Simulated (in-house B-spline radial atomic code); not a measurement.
A calculation on Mn II (Mn+): its settings, and results tabulated from the run. Level of theory: non-relativistic PBE, spin-polarised, spherical fractional occupations, point nucleus, inside a hard spherical wall at 1.75 bohr; calculated with a radial B-spline atomic code at the basis-set limit.

Command:
```bash
python run_scf.py task.json out
```
Settings:
```
Z                25
configuration    [Ar] 3d5 4d1
hamiltonian      nr
method           pbe,pbe
spin_polarised   True
wall_radius      1.75
```

Output (hartree, bohr):
```
 radial grid: 37 intervals, B-splines of order 8, outer radius 1.75 bohr

 iter        energy (Eh)    residual
    1       -1139.165323    3.19e-01
    2       -1139.436067    5.28e-02
    3       -1139.451710    1.90e-02
    4       -1139.453121    7.20e-03
    5       -1139.453306    1.56e-03
    6       -1139.453321    1.54e-04
    7       -1139.453321    4.69e-06
    8       -1139.453321    1.27e-07

 total energy                     -1139.45332
 kinetic                            1180.0614
 electron-nucleus                  -2787.1276
 Hartree                             522.1336
 exchange-correlation                -54.5207

 orbital      occ     eigenvalue          <r>       <r^2>       <1/r>       r_max
 1s up      1.000      -232.0749    0.0615636  0.00508289     24.5194     0.04053
 1s down    1.000      -232.0764    0.0615629  0.00508271     24.5195     0.04053
 2s up      1.000       -24.9086     0.283942   0.0952588     5.19469      0.2357
 2s down    1.000       -24.7674     0.283021   0.0946121     5.21284      0.2353
 2p up      3.000       -21.0202      0.24985   0.0768612      5.1464      0.1899
 2p down    3.000       -20.9141     0.248821   0.0761751     5.16302      0.1895
 3s up      1.000        -1.8399     0.833237    0.777613     1.65103      0.7627
 3s down    1.000        -1.5766     0.835893     0.78191     1.63959      0.7655
 3p up      3.000        -0.6906     0.844328    0.802548     1.57058      0.7763
 3p down    3.000        -0.4271      0.84748    0.807692     1.55885      0.7801
 3d up      5.000         1.2638     0.842502    0.801473     1.39755      0.7661
 4d up      1.000         6.4334     0.953098     1.10076     1.44375       1.307
```

Run time, properties included: 0.03 s on 1 thread of Arm Neoverse V2 (shared host).
